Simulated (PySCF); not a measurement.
## A barrier at the coupled-cluster level

Start structure (SiH6Se, closed shell), relaxed at PBE0-D4/def2-TZVP:

```csv
atom,x (Å),y (Å),z (Å)
Si1,-0.6436,-0.5993,-1.1444
H2,-0.9710,-1.0852,0.2197
H3,0.7670,-0.9207,-1.4722
H4,-1.5370,-1.2771,-2.1219
H5,-0.8658,0.8660,-1.2238
H6,1.2671,0.0099,2.3567
Se7,1.6026,1.1466,1.4921
H8,0.3846,1.8551,1.8998
```

The step: H₂Se + SiH₄ → SiH₄Se ([SiH3][SeH]) + H₂; bonds formed: Si1–Se7, H2–H6; bonds broken: Si1–H2, H6–Se7. PySCF 2.14 with density fitting (its default auxiliary sets; JK sets also for MP2 and CCSD(T)); basis: def2-TZVPP and def2-QZVPP; cores frozen in the correlated methods. Filled d shells of the heavier atoms are correlated. The def2 sets are not built for correlating such inner shells, so the correlated values are less sure here. Extrapolation: Hartree–Fock as exp(−7.88 √X), correlation as X^−2.97. Energies below are by CCSD(T) at an estimated basis limit (MP2 extrapolated from triple and quadruple zeta, plus CCSD(T) − MP2 in triple zeta).

Q: What are the electronic barrier and the energy of the step, from the start structure to the end structure? (Judge from chemistry; the value comes from the calculation.)

A: The calculation gives: Barrier 2.133 eV; step energy -0.389 eV (downhill); reverse barrier, their difference, 2.522 eV. Barrier and step energy count from the start structure, the reverse barrier from the end structure.

The saddle point: One imaginary mode of 1195i cm⁻¹.
```tsv
pair	start (Å)	saddle (Å)	end (Å)
Si1–Se7	3.88	2.69	2.28
H2–H6	3.28	0.96	0.75
Si1–H2	1.48	1.70	3.82
H6–Se7	1.47	1.85	3.31
```

Zero-point energy (harmonic, PBE0-D4): ZPE is 1.249 eV at the start and 1.236 eV at the saddle, so the barrier goes from 2.133 to 2.120 eV.

The T1 diagnostic stays at or below 0.013.

Labels in which every atom is bracketed show which atoms are joined, not bond orders.

For scale, one of the runs: CCSD(T)/def2-TZVPP, 174 basis functions, launched by `OMP_NUM_THREADS=4 python run.py`. Hardware: 4 CPU threads of an Arm Neoverse V2, shared host. Wall time 3.7 min; peak host memory 1.7 GiB.
